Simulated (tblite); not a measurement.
Compound: C4H9ClOSi.
Z-matrix (Å and degrees, GFN2-xTB geometry), rows numbered from 1:
```
C 
O   1  1.4096
C   2  1.3943  1  113.81
C   3  1.4957  2  119.19  1   -79.21
C   3  1.4939  2  114.39  1  -147.88
Si  5  1.8838  3  113.51  4  -110.00
Cl  6  2.0245  5  106.65  3  -175.14
H   1  1.0961  2  111.03  3   -59.45
H   1  1.0953  2  111.40  3    61.93
H   1  1.0878  2  106.49  3  -178.56
H   3  1.0894  2  113.84  1    68.06
H   4  1.0798  3  118.33  5  -108.23
H   4  1.0793  3  117.81  5   107.65
H   5  1.0826  3  116.79  4   106.25
H   6  1.4577  5  111.82  3   -57.65
H   6  1.4611  5  110.89  3    68.57
```

All values are computed: GFN2-xTB (tblite) harmonic vibrations without scaling, gas phase. Against measured fundamentals such values can be off by several per cent, at times by over 20. Modes of hydrogen on silicon can be 10 to 20 % off. One conformer, not necessarily the lowest.

Harmonic wavenumbers (cm⁻¹): 40.6, 62.8, 111.6, 142.1, 172.3, 234.5, 288.4, 431.9, 481.5, 499.3, 528.3, 598.6, 712.5, 718.7, 769.2, 846.6, 874.7, 985.4, 1005.0, 1017.3, 1054.2, 1063.3, 1081.5, 1126.0, 1133.7, 1173.3, 1228.2, 1284.3, 1370.8, 1401.6, 1457.8, 1467.0, 1486.7, 2264.7, 2304.0, 2915.1, 2935.8, 2953.1, 3031.6, 3044.9, 3082.2, 3096.7.

A = 4619, B = 839.3, C = 759.2 MHz; mass 136.011 u (most abundant isotopes); point group C1, symmetry number 1.

Problem. Zero-point energy?

Solution. Half the sum of the wavenumbers: 26239 cm⁻¹ = 75.02 kcal/mol.

Problem. What is S at 298.15 K and 1 bar for an ideal gas of classical rigid rotors and harmonic oscillators?

Solution. Translation 40.66, rotation 29.08, vibration 26.54: S = 96.3 cal/(mol K).

Problem. And Cp and H(298.15 K) − H(0)?

Solution. Cp = 34.30 cal/(mol K), of which vibrations give 26.36 (their classical limit is 42 R = 83.5); H(298.15 K) − H(0) = 6.41 kcal/mol without the zero-point energy, 4.04 from vibrations.

Problem. Blend soft modes into free rotors: weight 1/[1 + (100 cm⁻¹/ν̃)⁴] for the oscillator and the rest for a rotor with moment μB/(μ + B), μ = h/(8π²ν), B = 10⁻⁴⁴ kg m². What vibrational entropy results?

Solution. 23.95 cal/(mol K) in place of 26.54, which changes −T·S at 298.15 K by +0.77 kcal/mol.

Problem. What must be added to the electronic energy to get the Gibbs energy at 298.15 K and 1 bar?

Solution. ZPE + [H(298.15 K) − H(0)] − T·S = 75.02 + 6.41 − 28.71 = 52.72 kcal/mol.

Problem. Which modes carry the vibrational entropy at 298.15 K?

Solution. 40.6 cm⁻¹: 5.23; 62.8 cm⁻¹: 4.37; 111.6 cm⁻¹: 3.24; 142.1 cm⁻¹: 2.78; 172.3 cm⁻¹: 2.41; 234.5 cm⁻¹: 1.84 cal/(mol K); the other 36 give 6.68 together.

Hindered rotation and anharmonicity are outside this model. Other conformers, if any are populated, would add a mixing term that is left out. The structure is chiral; the term R ln 2 for an equal mix with its mirror image is left out.

Time: 0.43 s. Hardware: Arm Neoverse V2, one thread, shared host. This covers the Hessian and the dipole derivatives.
